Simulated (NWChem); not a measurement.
System: AlSiH5; SMILES [AlH2][SiH3]

The following NWChem deck was run.

```
start job
memory heap 200 mb stack 900 mb global 1100 mb
geometry units angstroms noautoz
  Al     0.009985     1.314547    -0.005776
  H     -1.383425     2.109535     0.013667
  H      1.379261     2.149653     0.019034
  Si     0.018279    -1.148372    -0.029865
  H     -0.279368    -1.669180     1.358168
  H      1.341413    -1.736702    -0.450713
  H     -1.047049    -1.708047    -0.940824
end
basis spherical
  * library 6-31g*
end
dft
  xc xwpbe 1.00 cpbe96 1.0 hfexch 1.00
  cam 0.15 cam_alpha 0.0 cam_beta 1.0
  iterations 150
  vectors input atomic output neutral.movecs
end
task dft energy
charge 1
dft
  odft
  mult 2
  vectors input atomic output cation.movecs
end
task dft energy
```

The geometry was optimised at PBE-D3(BJ)/def2-SVP.

Ions are spin-unrestricted doublets at the neutral geometry; other ion states weren't tried. Functional: LC-ωPBE (HJS hole) with 6-31G*; the question gives the range parameter ω in 1/bohr.

Task: What results follow from this input? (LC-wPBE (HJS exchange hole, range parameter 0.15 per bohr)/6-31G* (spherical d), vertical spin-unrestricted ions.) Quantities: vertical ionisation energy, ΔSCF (eV); −ε(HOMO) (eV).

Result: The vertical ionisation energy, ΔSCF (eV) comes out as 9.62. The −ε(HOMO) (eV) is 8.53.
